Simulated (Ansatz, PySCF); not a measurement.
H2O3S, SMILES O=S(O)O.

Geometry: B3LYP-D3(BJ)/def2-SVP. The values are those of a single conformer.

Vertical ionisation energy (IE) and electron affinity (EA) in eV. Rows of orbital energies are one-electron estimates. Where ΔSCF, EOM or ADC give a negative EA the extra electron is unbound and the value depends on the basis.

| level | IE | EA |
|---|---|---|
| −ε(HOMO), −ε(LUMO), ωB97X/def2-TZVPD (PySCF) | 11.04 | -1.44 |
| −ε(HOMO), −ε(LUMO), PBE/def2-TZVPD (PySCF) | 7.20 | 1.29 |
| ΔSCF, PBE0/def2-SVPD (Ansatz), final states of multiplicity 2 and 2 | … | … |
| ΔSCF, PBE/def2-SVPD (Ansatz), final states of multiplicity 2 and 2 | 10.93 | -0.90 |

**Question.** Complete the blanks. (Estimate from the structure and the level; the computed values follow.)

**Answer.** 
- ΔSCF, PBE0/def2-SVPD (Ansatz, a quantum-chemistry and plane-wave program), final states of multiplicity 2 and 2, IE: 11.12
- ΔSCF, PBE0/def2-SVPD (Ansatz), final states of multiplicity 2 and 2, EA: -1.04

**Question.** What vertical singlet–triplet gap does ΔSCF give with PBE0/def2-SVPD (Ansatz) and with PBE/def2-SVPD (Ansatz)? (Estimate from the structure and the level; the computed values follow.)

**Answer.** 5.77 and 5.64 eV (triplet above singlet where positive).
